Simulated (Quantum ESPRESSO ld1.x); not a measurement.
The selenium ion Se6+, 28 electrons, occupied as [Ar] 3d10. Method: Dirac Kohn-Sham, PBE, spin-unpolarised, spherical densities, point nucleus; computed with ld1.x of Quantum ESPRESSO 7.5.

Normalised radial functions P(r) = r R(r) (large component), r in bohr:

r           3p3/2
0.003338   0.0049
0.003734   0.0060
0.00421    0.0076
0.004709   0.0094
0.005309   0.0118
0.005938   0.0146
0.006695   0.0183
0.007489   0.0225
0.008443   0.0281
0.009444   0.0345
0.01065    0.0429
0.01191    0.0524
0.01343    0.0648
0.01502    0.0788
0.01694    0.0968
0.01909    0.1184
0.02136    0.1423
0.02408    0.1724
0.02693    0.2051
0.03037    0.2454
0.03397    0.2883
0.0383     0.3397
0.04284    0.3924
0.0483     0.4532
0.05402    0.5126
0.06091    0.5769
0.06813    0.6344
0.07681    0.6894
0.08592    0.7298
0.09687    0.7553
0.1084     0.7562
0.1222     0.7257
0.1366     0.6621
0.1541     0.5514
0.1723     0.4060
0.1943     0.2064
0.2191    -0.0325
0.245     -0.2809
0.2763    -0.5587
0.309     -0.8111
0.3484    -1.0532
0.3897    -1.2336
0.4394    -1.3615
0.4915    -1.4106
0.5541    -1.3865
0.6198    -1.2991
0.6988    -1.1505
0.7816    -0.9784
0.8813    -0.7789
0.9857    -0.5967
1.111     -0.4216
1.243     -0.2864
1.402     -0.1757
1.568     -0.1032
1.768     -0.0532
1.977     -0.0260
2.229     -0.0107

3p3/2: eigenvalue -238.28 eV, 1 radial node at r = 0.216 bohr, <r> = 0.590 bohr, 90 % of the charge inside 0.901 bohr.
